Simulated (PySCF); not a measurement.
**NMR problem set**

- shieldings: GIAO PBE0/pcSseg-1
- coordinates at the GFN2-xTB level
- run in PySCF 2.14.0 with density-fitted response routines
- no relativistic terms, one conformer, rapidly exchanging positions averaged, no solvent

Scale: TMS for ¹H (31.72 ppm) and ¹³C (186.93 ppm) (reference shieldings calculated alike). Splittings of carbon signals by F and P are missing where no couplings were computed. Where no couplings were computed, multiplicities follow the n + 1 count of equivalent neighbours, and m marks all less simple cases (inequivalent or close neighbours, rings, F or P nearby). Shifts are as computed. Against solution values, carbons near 30 ppm lie about +3 ppm off and those near 130 ppm about +5 ppm (rms about the fit 2.1 ppm; single classes can miss by 10 ppm). Of 1328 compounds with measured shifts, 309 miss one by over three times the rms of a fit or turn the order of signals round; such compounds aren't used in these exercises. Signals without a measured value on file couldn't be tested in this way; 1H shifts scatter by 0.2 ppm about their fit, and single ones miss by 0.5 ppm.

(1) C6H4F4. ¹H NMR (300 MHz, computed): δ 6.05 (s, 2H), 5.62 (m, 2H). ¹³C{¹H} NMR (computed): δ 188.5 (C), 180.7 (C), 130.5 (C), 118.1 (C), 109.3 (CH2), 85.2 (CH2). Give a structure.

(2) C6H12. ¹H NMR (500 MHz, computed): δ 6.25 (m, 1H), 5.21 (m, 1H), 5.21 (m, 1H), 1.06 (s, 9H). ¹³C{¹H} NMR (computed): δ 158.9 (CH), 114.9 (CH2), 36.6 (C), 30.5 (CH3). What is it?

Results:

(1) `C(=C=C)=C(CF)C(F)(F)F`. Rings plus π bonds: 3 (no ring in the answer). 6 carbon signals for 6 carbons: no two carbons are equivalent. Carbon types of the structure: 4 × C, 2 × CH2, which accounts for all hydrogens. δC 188.5, 180.7: central carbon of an allene. δC 130.5: CF3 carbon; 3 electronegative neighbours deshield it. δC 118.1, 109.3: terminal carbon of a cumulated C=C=C unit. δC 85.2: allylic sp3 CH2 bonded to F; the inductive effect lowers its shielding.

The shifts were computed for this structure.

(2) 3,3-dimethyl-1-butene (C=CC(C)(C)C). Rings plus π bonds: 1 (no ring in the answer). 4 carbon signals for 6 carbons: some carbons are equivalent by symmetry or fast rotation. Carbon types of the structure: 1 × C, 1 × CH, 1 × CH2, 3 × CH3, which accounts for all hydrogens. δC 158.9: alkene CH; an sp2 carbon of a C=C bond. δC 114.9: terminal =CH2 carbon; an sp2 carbon of a C=C bond. δC 30.5: methyl carbon; saturated and bonded to C and H only. δH 5.21, 5.21: hydrogen on a terminal =CH2 carbon; attached to an sp2 carbon and in the plane of the double bond.

The shifts were computed for this structure.
